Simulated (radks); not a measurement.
All-electron atom: neutral thallium in [Xe] 4f12 5d10 6s2 6p3 (not the ground configuration).

All-electron calculation, scalar-relativistic Kohn-Sham, SCAN, spin-polarised, spherical densities, finite nucleus; open shells are filled with parallel spins first (spin-orbit coupling, left out, can overturn this in heavy ions); meta-GGA in the generalised Kohn-Sham scheme; Fermi nuclear charge, rms radius 5.4759 fm. Program: a radial shooting solver on a logarithmic mesh with Libxc functionals.

Energy parts (hartree):
part                       energy
total                 -20234.3283
kinetic                22780.4036
electron-nucleus      -50358.9634
Hartree                 7721.7712
exchange-correlation    -377.5397

Orbitals (lengths in bohr, moments of r in powers of bohr; r(max) is where P^2 peaks; r(90%) holds 90 % of the orbital's charge):
orbital  occ.  eigenvalue (hartree)  r(90%)   <1/r>   r(max)
1s up       1             -3150.263  0.0299   99.39  0.01003
1s down     1             -3150.262  0.0299   99.39  0.01003
2s up       1             -563.3066   0.107   23.35  0.05810
2s down     1             -563.3014   0.107   23.35  0.05810
2p up       3             -484.6701   0.102   20.59  0.04833
2p down     3             -484.6652   0.102   20.59  0.04833
3s up       1             -136.3232   0.260   8.661   0.1637
3s down     1             -136.2542   0.260   8.665   0.1637
3p up       3             -113.5666   0.268   7.853   0.1637
3p down     3             -113.4919   0.268   7.856   0.1636
3d up       5             -89.89614   0.252   7.367   0.1336
3d down     5             -89.83364   0.252   7.370   0.1336
4s up       1             -31.83253   0.557   3.740   0.3681
4s down     1             -31.69829   0.557   3.737   0.3681
4p up       3             -24.28412   0.599   3.378   0.3874
4p down     3             -24.15581   0.600   3.375   0.3875
4d up       5             -15.41580   0.645   3.045   0.3931
4d down     5             -15.28938   0.646   3.041   0.3933
4f up       7              -5.67538   0.712   2.672   0.3531
5s up       1              -5.65392    1.21   1.595   0.7931
5s down     1              -5.62182    1.22   1.587   0.7951
4f down     5              -5.54243   0.715   2.666   0.3536
5p up       3              -3.49754    1.39   1.380   0.8814
5p down     3              -3.47733    1.39   1.374   0.8845
5d up       5              -1.02292    1.89   1.051    1.045
5d down     5              -1.00069    1.87   1.054    1.049
6s up       1              -0.55684    3.32  0.5655    1.925
6s down     1              -0.48173    3.19  0.5841    1.903
6p up       3              -0.20355    4.50  0.4188    2.465

The highest occupied level is 6p up at -5.539 eV. The spin density at the nucleus is -16.41 e/bohr^3 (1s -0.43, 2s -3.44, 3s -31.54, 4s 18.07, 5s 24.20, 6s -23.27). The density falls to 0.001 e/bohr^3 at r = 4.75 bohr. The electron density at the nucleus is 2.719e+06 e/bohr^3 (large components only). Spin moment in Bohr magnetons: 5. Summed over all electrons, <r^2> = 75.73 bohr^2, which gives a Langevin (diamagnetic) susceptibility term of -60 x 10^-6 cm^3/mol.

Empty levels of this run are not shown, since the potential may be unsettled where no density lies.
